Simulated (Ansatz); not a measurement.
Basis-set series for CH$_{5}$SbSe, SMILES `[CH3][SbH][SeH]`. Charge 0, multiplicity 1. Sb: def2 effective core potential. Geometry: relaxed with PBE0-D4/def2-TZVP. It is one conformer, not always the lowest.

```json
{"atom": "C1", "x (Å)": "-1.272", "y (Å)": "-0.124", "z (Å)": "0.075"}
{"atom": "Sb2", "x (Å)": "0.616", "y (Å)": "0.470", "z (Å)": "0.933"}
{"atom": "Se3", "x (Å)": "2.095", "y (Å)": "-0.377", "z (Å)": "-0.982"}
{"atom": "H4", "x (Å)": "-1.381", "y (Å)": "-1.202", "z (Å)": "0.191"}
{"atom": "H5", "x (Å)": "-1.308", "y (Å)": "0.135", "z (Å)": "-0.981"}
{"atom": "H6", "x (Å)": "-2.079", "y (Å)": "0.381", "z (Å)": "0.609"}
{"atom": "H7", "x (Å)": "0.535", "y (Å)": "2.041", "z (Å)": "0.259"}
{"atom": "H8", "x (Å)": "2.794", "y (Å)": "-1.323", "z (Å)": "-0.104"}
```

```
functional       basis  functions  energy (Eh)  HOMO (eV)  LUMO (eV)
   PBE0-D4    def2-SVP         97  -2682.28161      -6.61      -0.95
   PBE0-D4  def2-QZVPP        378  -2682.68895      -6.76      -1.17
   ωB97M-V    def2-SVP         97  -2682.39218      -8.71       0.89
   ωB97M-V  def2-QZVPP        378  -2682.80192      -8.87       0.45
```

Q: Give the rows for def2-TZVPP. (Estimate.)

A: Computed: 
```json
{"functional": "PBE0-D4", "basis": "def2-TZVPP", "functions": "199", "energy (Eh)": "-2682.63360", "HOMO (eV)": "-6.74", "LUMO (eV)": "-1.13"}
{"functional": "ωB97M-V", "basis": "def2-TZVPP", "functions": "199", "energy (Eh)": "-2682.74792", "HOMO (eV)": "-8.85", "LUMO (eV)": "0.57"}
```

Positive LUMOs are unbound and depend on the basis. Scalar relativity is left out up to krypton.
